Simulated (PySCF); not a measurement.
**Zr²⁺ (zirconium, charge +2): UHF calculation**

Configuration: [Kr] 4d1 5s1, 5s spin antiparallel (an excited configuration). All numbers are calculated (PySCF 2.14, scalar relativity through the core potential, in def2-QZVPPD with the def2 core potential (28 electrons) (7s5p4d3f2g, 81 functions)).

```
Total energy                                                  : -45.702004 hartree
One-electron energy                                           : -70.4690 hartree
Hartree (Coulomb) energy                                      : 29.6371 hartree
Exchange energy                                               : -4.8700 hartree
⟨S²⟩                                                          : 1.0029
⟨L²⟩                                                          : 6.163
Sum of ⟨r⟩                                                    : 15.82 bohr
Sum of ⟨r²⟩                                                   : 31.67 bohr²
Traceless quadrupole moment −½Σ⟨3z² − r²⟩ along its main axis : 1.77 e·bohr²
```

```
shell  electrons  mean orbital energy (eV)  spread (eV)  rms radius, mean of both spins (bohr)
 4s α          1                   -87.236            0                                   1.29
 4s β          1                   -86.377            0                                   1.29
 4p α          3                   -59.308        1.000                                   1.45
 4p β          3                   -57.804        1.548                                   1.45
 4d α          1                   -25.005            0                                   2.04
 5s β          1                   -19.716            0                                   3.39
```

Energies and moments cover only the electrons outside the core potential. With the s spin flipped the determinant is a mixture of two multiplicities, not a spectroscopic state.
